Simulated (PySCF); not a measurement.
C2H3AlF4O, SMILES C[O][Al]([F])[C](F)(F)F.

Geometry optimised at PBE0-D3(BJ)/def2-SVP. One conformer was computed; it need not be the lowest.

Vertical ionisation energy (IE) and electron affinity (EA) in eV. Rows of orbital energies are one-electron estimates. Where ΔSCF, EOM or ADC give a negative EA the extra electron is unbound and the value depends on the basis.

```tsv
level	IE	EA
−ε(HOMO), −ε(LUMO), HF/def2-TZVP (PySCF)	12.80	-1.91
−ε(HOMO), −ε(LUMO), PBE/def2-TZVP (PySCF)	7.31	1.68
```
